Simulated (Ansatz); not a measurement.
Reaction (isomerisation): `CS[Si]Cl` → `Cl[SiH]1CS1`

Computed with Ansatz on PBE0-D4/def2-TZVP structures; ΔE is electronic, products minus reactants. CCSD(T)/CBS is the MP2 limit (def2-TZVPP, def2-QZVPP) plus CCSD(T) − MP2 in def2-TZVPP, frozen cores. This one scheme is used for every species. DFT in def2-TZVPP. One conformer a species, not always the lowest.

```
         level  ΔE (kJ/mol)
       ωB97X-V        -27.2
       r2SCANh        -27.6
   HF/def2-SVP         -4.9
MP2/def2-QZVPP        -32.3
```

Task: What does CCSD(T)/CBS give? (An estimate is asked.)

Result: Computed: -18.4 kJ/mol. The listed levels differ from it by -8.8, -9.2, 13.5, -13.9 kJ/mol.

Largest T1 diagnostic among the species: 0.014.

From PBE to PBE0 (25 % exact exchange), in def2-TZVPP and without D4, ΔE moves by −12.0 kJ/mol. At CCSD(T), def2-SVP lies +16.8 kJ/mol from the extrapolated value and def2-TZVPP +1.6 kJ/mol. Leaving LDA and LC-ωPBE aside and taking each functional with its dispersion term where it has one, the values, not all of them listed here, spread over 42.1 kJ/mol, from PBE-QIDH to BLYP-D4. LDA lies −5.3 kJ/mol from PBE without D4.
